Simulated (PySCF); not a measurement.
AsFH4O2Si, SMILES O[Si](O)(F)[AsH2]. Coordinates come from a PBE-D3(BJ)/def2-SVP optimisation. This is a generated structure with no PubChem entry under its InChIKey; it may be hypothetical. One conformer was computed; it need not be the lowest.

Q: Give the equilibrium geometry at PBE-D3(BJ)/def2-SVP (PySCF confirms it by a frequency run) as a Z-matrix. (The exact figures need the calculation; the answer reports its results.)

A: One answer among several that fit: 
```
Si
F 1 1.6426
O 1 1.6597 2 110.87
H 3 0.9753 1 113.86 2 -78.98
O 1 1.6701 2 107.38 3 -116.43
H 5 0.9732 1 115.59 2 -44.15
As 1 2.3620 2 106.21 5 -122.53
H 7 1.5390 1 90.03 2 -162.38
H 7 1.5392 8 91.56 1 -90.10
```
Charge 0, spin multiplicity 1.
